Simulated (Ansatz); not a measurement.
Mulliken charges of AlBr$_{2}$F (`[F][Al]([Br])[Br]`) from PBE/def2-TZVPP in Ansatz (PBE0-D4/def2-TZVP geometry).

```
atom   x (Å)   y (Å)   z (Å)  charge (e)
  F1   0.012   0.586   1.653      -0.279
 Al2   0.014   0.029   0.117       0.594
 Br3   1.422  -1.599  -0.436      -0.157
 Br4  -1.391   0.924  -1.354      -0.157
```

Question: By hand: the dipole of these point charges (1 e Å = 4.8032 D).

Answer: Σ q r = (0.000, -0.040, -0.111) e Å, of length 0.118 e Å = 0.57 D.

Question: How does the dipole of the full density compare? (Estimate.)

Answer: Computed: (0.000, -0.045, -0.124) e Å, 0.63 D; the point charges give 0.90 times that, at 0° from its direction.

Point charges leave out the atoms' own dipoles, such as those of lone pairs, and Mulliken's split depends on the basis, so the close match here is no proof of good charges.
